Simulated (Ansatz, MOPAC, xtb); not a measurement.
The molecule ClF+, multiplicity 2 (lowest of 2S+1 = 2, 4 at CCSD(T)/def2-TZVPP on PBE0 minima; our sources give no spin for the ground state, which may be another).

The constants come from a fifth-degree fit in 1/R (seven points, main isotopes). Runs in def2 and cc sets follow the lowest solution found near the PBE0 minimum.

Frozen-core correlation. The state that AM1, PM3, PM7 reach isn't checked; PM7 holds dispersion and hydrogen-bond terms.

Programs: Ansatz (Gaussian basis) for Hartree–Fock, density functionals and correlated methods; MOPAC for AM1, PM3, PM7 (differences of heats of formation); xtb for the GFN methods. Each number belongs to the level named beside it. The GFN methods have no spin term and hold the electronic entropy of 300 K.

```
level              r_e (Å)  ω_e (cm⁻¹)  ω_e x_e (cm⁻¹)
-----------------  -------  ----------  --------------
AM1                  1.602           ?             6.7
PM3                  1.526         930             8.4
PM7                  1.582         905             5.2
GFN1-xTB             1.565         854             3.4
GFN2-xTB             1.600         699             2.5
B3LYP/def2-TZVPP     1.541         936             4.5
PBE0/def2-TZVPP      1.524         984             4.7
B2PLYP/def2-TZVPP        ?           ?             3.5
```

Question: Some entries are withheld; supply them.

Answer: 
- B2PLYP/def2-TZVPP, r_e (Å): 1.538
- B2PLYP/def2-TZVPP, ω_e (cm⁻¹): 948
- AM1, ω_e (cm⁻¹): 1079

Ansatz is a first-principles code.
